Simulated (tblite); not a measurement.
Species: C₅H₉BOSi.
Numbering: `[CH2:1]=[C:2]1[CH2:3][B:4]([CH3:5])[SiH2:6][C:7]1=[O:8]` (hydrogens: H9, H10 on C1; H11, H12 on C3; H13, H14, H15 on C5; H16, H17 on Si6)

Computed with GFN2-xTB (tblite), gas phase: L-BFGS steps from a force-field or distance-geometry start until the largest atomic force falls under 0.01 eV/Å.

At the end of the run (lengths in Å): Si6–C7 1.939, C2–C3 1.506, C7=O8 1.213, B4–C5 1.568, B4–Si6 1.965, C1=C2 1.330, C3–H11 1.100, C2–C3–B4 112.4°, C5–B4–Si6 130.9°, C3–B4–Si6 107.4°, B4–Si6–C7 91.4°, C1–C2–C3–B4 -153°, C2–C3–B4–C5 164°, C3–B4–Si6–C7 5°, H11–C3–B4–C5 -80°, H16–Si6–B4–C3 -107°.

**Question.** These geometries were met on the way; a selection of coordinates is given. Order them by energy above the end point, lowest first.
A. Si6–C7 1.875, C2–C3 1.446, C7=O8 1.266, B4–C5 1.604, B4–Si6 1.990, C1=C2 1.356, C3–H11 1.127, C2–C3–B4 102.8°, C5–B4–Si6 115.1°, C3–B4–Si6 95.3°, B4–Si6–C7 92.0°, C1–C2–C3–B4 -120°, C2–C3–B4–C5 68°, C3–B4–Si6–C7 32°, H11–C3–B4–C5 -179°, H16–Si6–B4–C3 -82°
B. Si6–C7 1.977, C2–C3 1.512, C7=O8 1.206, B4–C5 1.572, B4–Si6 1.944, C1=C2 1.333, C3–H11 1.094, C2–C3–B4 94.9°, C5–B4–Si6 122.1°, C3–B4–Si6 105.8°, B4–Si6–C7 82.7°, C1–C2–C3–B4 -113°, C2–C3–B4–C5 86°, C3–B4–Si6–C7 41°, H11–C3–B4–C5 -161°, H16–Si6–B4–C3 -62°
C. Si6–C7 1.940, C2–C3 1.536, C7=O8 1.213, B4–C5 1.576, B4–Si6 1.938, C1=C2 1.319, C3–H11 1.090, C2–C3–B4 100.0°, C5–B4–Si6 118.6°, C3–B4–Si6 98.9°, B4–Si6–C7 90.4°, C1–C2–C3–B4 -118°, C2–C3–B4–C5 73°, C3–B4–Si6–C7 36°, H11–C3–B4–C5 -177°, H16–Si6–B4–C3 -75°
D. Si6–C7 1.994, C2–C3 1.499, C7=O8 1.203, B4–C5 1.552, B4–Si6 1.931, C1=C2 1.330, C3–H11 1.090, C2–C3–B4 96.5°, C5–B4–Si6 122.7°, C3–B4–Si6 104.3°, B4–Si6–C7 83.7°, C1–C2–C3–B4 -115°, C2–C3–B4–C5 83°, C3–B4–Si6–C7 41°, H11–C3–B4–C5 -166°, H16–Si6–B4–C3 -64°
E. Si6–C7 1.961, C2–C3 1.509, C7=O8 1.209, B4–C5 1.567, B4–Si6 1.961, C1=C2 1.331, C3–H11 1.092, C2–C3–B4 100.0°, C5–B4–Si6 131.3°, C3–B4–Si6 104.3°, B4–Si6–C7 85.7°, C1–C2–C3–B4 -118°, C2–C3–B4–C5 102°, C3–B4–Si6–C7 37°, H11–C3–B4–C5 -144°, H16–Si6–B4–C3 -66°

**Answer.** E (0.133 eV), B (0.217 eV), D (0.354 eV), C (0.619 eV), A (1.128 eV).

| step | E above end (eV) | rms distance from the end, all atoms (Å) | largest force (eV/Å) | rms shift of all bonds from the end (Å) |
| --- | --- | --- | --- | --- |
| 39 | 0.133 | 0.825 | 0.144 | 0.006 |
| 14 | 0.217 | 0.999 | 0.216 | 0.012 |
| 6 | 0.354 | 1.020 | 0.493 | 0.017 |
| 2 | 0.619 | 1.029 | 1.233 | 0.014 |
| 0 | 1.128 | 1.033 | 3.549 | 0.031 |

Rows stand in the order of the answer.
